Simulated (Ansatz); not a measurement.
`[CH3][GeH2][CH2]O` and `O[CH2][GeH2][SiH3]` differ in one atom or group.

Ansatz, PBE0-D4/def2-TZVP geometries, multiplicity 1. Each molecule was computed in one conformer, which needn't be the lowest.

Scalar relativity is left out up to krypton.

| property | `[CH3][GeH2][CH2]O` |
| --- | --- |
| HOMO energy (PBE0/def2-TZVPP) / eV | -7.24 |
| LUMO energy (PBE/def2-TZVPP) / eV | -0.31 |
| HOMO–LUMO gap (PBE0/def2-TZVPP) / eV | 7.78 |
| HOMO–LUMO gap (B3LYP/def2-TZVPP) / eV | 7.24 |
| LUMO energy (PBE0/def2-TZVPP) / eV | 0.54 |
| HOMO energy (B3LYP/def2-TZVPP) / eV | -7.03 |

Question: Give the same properties after the change, and the shifts. (An estimate is asked.)

Answer: Computed: 
| property | `O[CH2][GeH2][SiH3]` | shift |
| --- | --- | --- |
| HOMO energy (PBE0/def2-TZVPP) / eV | -7.97 | -0.73 |
| LUMO energy (PBE/def2-TZVPP) / eV | -0.51 | -0.20 |
| HOMO–LUMO gap (PBE0/def2-TZVPP) / eV | 8.27 | 0.49 |
| HOMO–LUMO gap (B3LYP/def2-TZVPP) / eV | 7.84 | 0.60 |
| LUMO energy (PBE0/def2-TZVPP) / eV | 0.30 | -0.24 |
| HOMO energy (B3LYP/def2-TZVPP) / eV | -7.76 | -0.73 |

With PBE0 the HOMO falls by 0.73 eV and the LUMO falls by 0.24 eV, so the gap widens by about 0.49 eV. PBE moves the HOMO by -0.65 eV and ωB97M-V by -0.51 eV.

Positive LUMOs are unbound, so they and the gaps depend on the basis.

B3LYP here is the variant with VWN-RPA as its local correlation; programs differ in this.
